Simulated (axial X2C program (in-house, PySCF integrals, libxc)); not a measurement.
# Spin–orbit effects down a group: molecules with Cl, PBE0

All values come from calculations with an in-house relativistic program for diatomic molecules, spin-free (one-electron X2C) or two-component (2c: spin–orbit coupling with atomic mean-field Coulomb and Gaunt terms, which also bring small scalar terms), in Dyall basis sets with cores contracted in-house; open shells are unrestricted.

Basis sets: Cl dyall-av3z, Nb dyall-cv3z, Ta dyall-cv3z, V dyall-cv3z.

| molecule | spin-free state | Re (Å) | ωe (cm⁻¹) | De (eV) | 2c state | Re 2c (Å) | ωe 2c (cm⁻¹) | De 2c (eV) |
| --- | --- | --- | --- | --- | --- | --- | --- | --- |
| VCl | M_S = 2, Λ = 1 | 2.200 | 413.7 | n/a | Ω = 1 | 2.200 | 413.6 | n/a |
| NbCl | M_S = 2, Λ = 1 | 2.289 | 393.9 | 4.39 | Ω = 1 | 2.289 | 393.8 | n/a |
| TaCl | M_S = 2, Λ = 1 | 2.277 | 381.9 | 4.52 | Ω = 1 | 2.276 | 381.6 | n/a |

(1) Work out the shifts from the spin-free to the two-component result.

Each entry is the lowest single determinant of a limited PBE0 search at one distance. De goes to single-determinant-based atoms at the same level (for ions the charge split of lowest energy) and is withheld (n/a) where an atom does not fit its ground term or J level. Main or longest-lived isotopes. One determinant is a doubtful description, or other states lie close, for VCl, NbCl, TaCl; these need not be ground states, and all values refer to the states named. Some open-shell Ω = 0 determinants are out of reach, so the Ω given for VCl, NbCl, TaCl need not be the lowest component. With several unpaired electrons the Ω given is that of one determinant, not necessarily of the lowest component. The functionals have no current term, which raises determinants with orbital currents.

## Answers

(1) 

```json
{"molecule": "VCl", "2c state": "Ω = 1", "ΔRe (Å)": "0.000", "Δωe (cm⁻¹)": "-0.1", "ΔDe (eV)": "n/a"}
{"molecule": "NbCl", "2c state": "Ω = 1", "ΔRe (Å)": "0.000", "Δωe (cm⁻¹)": "-0.1", "ΔDe (eV)": "n/a"}
{"molecule": "TaCl", "2c state": "Ω = 1", "ΔRe (Å)": "-0.001", "Δωe (cm⁻¹)": "-0.3", "ΔDe (eV)": "n/a"}
```

Shifts of one unit in the last digit are rounding.
